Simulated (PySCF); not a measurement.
**TDDFT excited states: C3H10OSi2**

Species: C3H10OSi2.
Z-matrix (Å and degrees, GFN2-xTB geometry), rows numbered from 1:
```
C 
C   1  1.3240
Si  2  1.8895  1  124.82
O   3  1.6298  2  111.87  1    -0.04
C   3  1.9050  2  107.83  1   123.49
Si  5  1.8967  3  114.77  2  -173.49
H   1  1.0790  2  121.44  3     0.43
H   1  1.0801  2  123.01  3   179.91
H   2  1.0836  1  117.85  3  -179.92
H   3  1.4599  2  111.62  1  -111.92
H   4  0.9529  3  121.43  2    64.30
H   5  1.0917  3  109.63  2   -50.64
H   5  1.0893  3  108.64  2    64.41
H   6  1.4685  5  109.29  3  -176.90
H   6  1.4662  5  110.15  3    64.25
H   6  1.4632  5  110.12  3   -56.92
```

Level of theory: TDDFT CAM-B3LYP/def2-SVPD, vertical, gas phase, core orbitals frozen in the response (PySCF 2.14.0, density-fitted response routines).

Predict the UV-vis stick spectrum at this level.

```
state  E (eV)  ν̃ (cm⁻¹)      f  |μ| (D)  main configurations (H = HOMO, L = LUMO)
   S1    6.52      52610  0.028     1.06     H-1→L (47%), H-1→L+1 (16%), H→L (16%)
   S2    7.10      57270  0.146     2.33                    H→L (62%), H→L+1 (18%)
   S3    7.30      58850  0.396     3.78       H→L+1 (62%), H→L (15%), H-1→L (12%)
   S4    7.46      60200  0.014     0.71                H-1→L+1 (55%), H-1→L (19%)
   S5    7.77      62630  0.017     0.75                H→L+2 (64%), H-1→L+2 (10%)
   S6    7.94      64070  0.012     0.63   H-2→L (46%), H→L+4 (13%), H-2→L+1 (10%)
   S7    8.13      65550  0.014     0.66   H→L+4 (25%), H-2→L (22%), H-1→L+2 (12%)
   S8    8.23      66400  0.019     0.77                             H-2→L+1 (56%)
```

Triplets (Tamm–Dancoff): T1 4.36 eV, H→L (44%), H→L+1 (22%), H-1→L (11%); T2 5.98 eV, H-1→L (49%), H-1→L+1 (20%); T3 6.97 eV, H→L+1 (46%), H→L (28%).

The lowest singlet lies at 6.52 eV (190 nm, vacuum ultraviolet) and is weak; its leading configuration is HOMO-1→LUMO (47%). The strongest level in the table is S3 at 7.30 eV (170 nm, f = 0.396). Löwdin shares by element: HOMO carbon 70%, silicon 8% or more (atoms not listed hold the other 22%); LUMO carbon 44% or more, silicon 19% (atoms not listed hold the other 37%). Weighted by f, the mean energy of these states is 7.29 eV. The listed states span 1.71 eV, and the widest gap between neighbours is 0.58 eV (S1 to S2). The oscillator strengths of these states sum to 0.645; summed over the whole spectrum of an exact calculation they would give the number of electrons, 64 (Thomas–Reiche–Kuhn). Only the lowest 8 singlets were computed, as vertical energies without vibronic structure.

One conformer stands for the species.
